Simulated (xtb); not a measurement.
BrCl, SMILES ClBr. All values are semi-empirical tight-binding results from xtb (GFN2-xTB unless named), good for trends rather than for accurate numbers. Coordinates come from a GFN2-xTB optimisation.

Optimised geometry:

```xyz
2

Cl     0.0000     0.0000    -1.4374
Br     0.0000     0.0000     0.6982
```

```yaml
point_group_as_xtb_finds_it: C∞v
orbital_gap: 3.04 eV
static polarisability (D4 model): 37.2 bohr³
solvation energy, GFN2-xTB/ALPB(water): 0.3 kcal/mol
solvation energy, GFN2-xTB/ALPB(acetonitrile): -1.5 kcal/mol
```

### Question
Give the atomic charges and the Wiberg bond orders between heavy atoms. (An estimate is asked for; the answer gives what the named calculation found.)

### Answer
charges (e) Cl1 -0.02, Br2 0.02. Bond orders Cl1–Br2 1.17.
